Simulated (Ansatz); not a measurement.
One change: `FB(F)I` becomes `CNB(F)F`.

Ansatz, PBE0-D4/def2-TZVP geometries, multiplicity 1. Each molecule was computed in one conformer, which needn't be the lowest.

Elements past krypton have def2 core potentials.  Spin–orbit coupling is left out; it splits and shifts lone-pair levels of the heavy atoms by tenths of an eV.

```csv
property,`FB(F)I`
HOMO energy (PBE/def2-TZVPP) / eV,-6.94
HOMO energy (PBE0/def2-TZVPP) / eV,-8.14
HOMO–LUMO gap (B3LYP/def2-TZVPP) / eV,6.99
HOMO–LUMO gap (ωB97M-V/def2-TZVPP) / eV,11.72
HOMO energy (B3LYP/def2-TZVPP) / eV,-7.88
"ideal-gas entropy at 298 K and 1 bar (rigid rotor, harmonic PBE0-D4/def2-TZVP) / J/(mol·K)",296
```

Give the same properties after the change, and the shifts. (An estimate is asked.)

The calculation gave: 
| property | `CNB(F)F` | shift |
| --- | --- | --- |
| HOMO energy (PBE/def2-TZVPP) / eV | -6.40 | 0.54 |
| HOMO energy (PBE0/def2-TZVPP) / eV | -7.84 | 0.30 |
| HOMO–LUMO gap (B3LYP/def2-TZVPP) / eV | 8.02 | 1.03 |
| HOMO–LUMO gap (ωB97M-V/def2-TZVPP) / eV | 12.20 | 0.48 |
| HOMO energy (B3LYP/def2-TZVPP) / eV | -7.61 | 0.27 |
| ideal-gas entropy at 298 K and 1 bar (rigid rotor, harmonic PBE0-D4/def2-TZVP) / J/(mol·K) | 312 | 16 |

With PBE0 the HOMO rises by 0.30 eV and the LUMO rises by 1.44 eV, so the gap widens by about 1.14 eV. PBE moves the HOMO by 0.54 eV and ωB97M-V by 0.12 eV. The zero-point energy changes by 146.0 kJ/mol with +15 modes.

B3LYP here is the variant with VWN-RPA as its local correlation; programs differ in this.
